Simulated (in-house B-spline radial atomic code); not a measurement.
# Binding energies in Gd⁴⁷⁺

NIST's tabulated ground configuration is [Ne] 3s2 3p5; each binding energy is the energy of the ion with one electron taken from that subshell, relaxed, less that of the parent. Level of theory: Dirac-Hartree-Fock, average of configuration, Fermi nucleus of rms radius 5.1569 fm; calculated with an all-electron radial atomic-structure program (B-spline basis). Energies include first-order Breit, QED and recoil terms.

```csv
subshell,X-ray name,binding energy (eV),-ε (eV),relaxation (eV)
1s,K,53381.2,53630.2,31.7
2s,L1,11401.4,11434.4,7.0
3s,M1,4422.6,4429.7,0.9
3p,"M2,3",4142.4,4147.8,1.0
```

Relaxation = -ε minus the binding energy without Breit, QED and recoil terms.

Q: What does it cost to remove two 3p electrons?

A: 8390.4 eV, which is 105.7 eV more than the two single binding energies together.

Q: What does it cost to remove both a 2s and a 3p electron?

A: 15682 eV, which is 137.9 eV more than the two single binding energies together.

Q: What does it cost to remove two 1s electrons?

A: 107980 eV, which is 1213 eV more than the two single binding energies together.
